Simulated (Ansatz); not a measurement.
`FBBr` + HCl → `ClBBr` + H–F  (ligand exchange at a B–F bond)

Computed with Ansatz on PBE0-D4/def2-TZVP structures; ΔE is electronic, products minus reactants. CCSD(T)/CBS adds triple-zeta CCSD(T) − MP2 to the extrapolated MP2 energy (def2 sets, frozen cores). This one scheme is used for every species. Functionals use def2-TZVPP. For Br outer-core shells are correlated without core-valence functions, which leaves a few kJ/mol of doubt a bond. Scalar relativity is left out up to krypton.

```
        level  ΔE (kJ/mol)
       PBE-D4         49.2
      BLYP-D4         57.5
   r2SCANh-D4         55.7
   r2SCAN0-D4         55.1
       B2PLYP         58.3
      r2SCANh         56.4
 MP2/def2-SVP         60.5
HF/def2-TZVPP         71.6
```

**Question.** What does CCSD(T)/CBS give? (Best estimate.)

**Answer.** Computed: +49.6 kJ/mol. The listed levels differ from it by -0.4, 7.9, 6.1, 5.5, 8.7, 6.8, 10.9, 22.0 kJ/mol.

**Question.** What do rigid-rotor, harmonic-oscillator terms from PBE0-D4/def2-TZVP frequencies (298.15 K, 1 bar) make of the CCSD(T)/CBS value? (An estimate is asked.)

**Answer.** Computed: ΔZPE = +3.0 kJ/mol, ΔH = +53.1 kJ/mol, ΔS = -2 J/(mol·K), ΔG = +53.6 kJ/mol.

Largest T1 diagnostic among the species: 0.011.

The D4 term adds −4.5 kJ/mol with B3LYP and −2.3 kJ/mol with PBE0; it sums over pairs of atoms, weighted by their polarisabilities, and B3LYP, whose exchange is more repulsive, gets the larger term. Leaving LDA and LC-ωPBE aside and taking each functional with its dispersion term where it has one, the values, not all of them listed here, spread over 17.6 kJ/mol, from revPBE-D4 to CAM-B3LYP-D4.

B3LYP here is the variant with VWN-RPA as its local correlation; programs differ in this.
